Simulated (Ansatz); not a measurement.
Cost and result for the atomization energy of CH7AlClNSi (12 atoms, 12 bonds).

| atom | x (Å) | y (Å) | z (Å) |
| --- | --- | --- | --- |
| N1 | -0.282 | 1.163 | 0.503 |
| C2 | 0.103 | 0.188 | -0.595 |
| Al3 | -1.819 | 0.097 | -0.159 |
| Si4 | 1.438 | -1.011 | -0.207 |
| Cl5 | 1.161 | -1.592 | 1.762 |
| H6 | 0.113 | 0.911 | 1.403 |
| H7 | -0.071 | 2.131 | 0.300 |
| H8 | 0.276 | 0.731 | -1.525 |
| H9 | -2.758 | 0.975 | -1.090 |
| H10 | -2.337 | -0.915 | 0.941 |
| H11 | 2.826 | -0.474 | -0.250 |
| H12 | 1.349 | -2.203 | -1.083 |

Charge 0, multiplicity 1. The bonds changed during the relaxation, so this is another structure than the one it started from. All single points use the PBE0-D4/def2-TZVP geometry. It is one conformer, not always the lowest. Program: Ansatz. All runs use 4 threads of an Arm Neoverse V2 on a shared host. Times are those of one run each, without the atoms' runs, and a repeat can differ threefold. Electronic energies, without spin–orbit coupling; frozen cores. CCSD(T)/CBS adds CCSD(T) − MP2 in def2-TZVPP to the MP2 limit, and its time is that of the two runs behind it. T1 = 0.010. B3LYP takes the VWN-RPA correlation (the form of Gaussian; ORCA's B3LYP/G).

CCSD(T)/CBS is a level of theory with its own doubt, some kJ/mol a heavy atom from the limit and from the frozen cores, so smaller differences don't rank the functionals.

| level | functions | wall time | atomization (kcal/mol) | difference from CCSD(T)/CBS | per bond |
| --- | --- | --- | --- | --- | --- |
| PBE-D4/def2-TZVPP (with forces) | 286 | 3.3 s | 925.6 | 4.4 | 0.4 |
| PBE0-D4/def2-TZVPP | 286 | 4.5 s | 916.0 | -5.2 | -0.4 |
| r2SCAN-D4/def2-TZVPP (with forces) | 286 | 7 s | 920.5 | -0.7 | -0.1 |
| B3LYP-D4/def2-TZVPP (with forces) | 286 | 7 s | 918.0 | -3.2 | -0.3 |
| B2PLYP/def2-TZVPP | 286 | 8 s | 905.4 | -15.8 | -1.3 |
| ωB97X-V/def2-TZVPP | 286 | 11 s | 926.9 | 5.7 | 0.5 |
| ωB97M-V/def2-TZVPP (with forces) | 286 | 16 s | 924.9 | 3.7 | 0.3 |
| MP2/def2-QZVPP | 534 | 33 s | 918.3 | -2.9 | -0.2 |
| CCSD(T)/def2-TZVPP | 286 | 3.7 min | 893.9 | -27.3 | -2.3 |
| CCSD(T)/CBS(def2) | – | 4.2 min | 921.2 | 0.0 | 0.0 |

In def2-TZVPP, CCSD(T) changes the Hartree–Fock value by +227.0 kcal/mol (the triples alone add +12.6 kcal/mol) and MP2 by +235.2 kcal/mol; breaking electron pairs costs correlation energy, which Hartree–Fock lacks. From PBE to PBE0 (25 % exact exchange), in def2-TZVPP and without D4, the atomization energy moves by −8.5 kcal/mol: exact exchange takes away binding that semilocal exchange gives to molecules. The D4 term adds +12.2 kcal/mol with B3LYP and +6.4 kcal/mol with PBE0; it sums over pairs of atoms, weighted by their polarisabilities, and B3LYP, whose exchange is more repulsive, gets the larger term.
